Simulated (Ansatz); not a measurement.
Reactions of `C[O][GeH2][C]#N`.

Computed with Ansatz on PBE0-D4/def2-TZVP structures; ΔE is electronic, products minus reactants. CCSD(T)/CBS is the MP2 limit (def2-TZVPP, def2-QZVPP) plus CCSD(T) − MP2 in def2-TZVPP, frozen cores. def2 core potentials past Kr. For Ga, Ge, I, Se, Sn outer-core shells are correlated without core-valence functions, which leaves a few kJ/mol of doubt a bond. Scalar relativity is left out up to krypton. Each species was taken in one conformer, which may not be the lowest.

(1) Order these by ΔE at CCSD(T)/CBS, lowest first. (An estimate is asked.)
A. `C[O][GeH2][C]#N` + `[CH3][Ga]([CH3])[SeH]` → `C[O][GeH2][SeH]` + `[CH3][Ga]([CH3])[C]#N`
B. `C[O][GeH2][C]#N` + `C[Si](C)(O)Cl` → `C[O][GeH2][OH]` + `C[Si](C)(Cl)C#N`
C. `C[O][GeH2][C]#N` + `C#C[SiH2][AlH2]` → `C[O][GeH2][AlH2]` + `C#C[SiH2]C#N`
D. `C[O][GeH2][C]#N` + `[Cl][SnH2][I]` → `C[O][GeH2][I]` + `N#[C][SnH2][Cl]`

Largest T1 diagnostic: 0.014, for `C#C[SiH2]C#N`.

## Answers

(1) C (-32.5 kJ/mol), A (+9.4 kJ/mol), D (+32.0 kJ/mol), B (+48.5 kJ/mol).
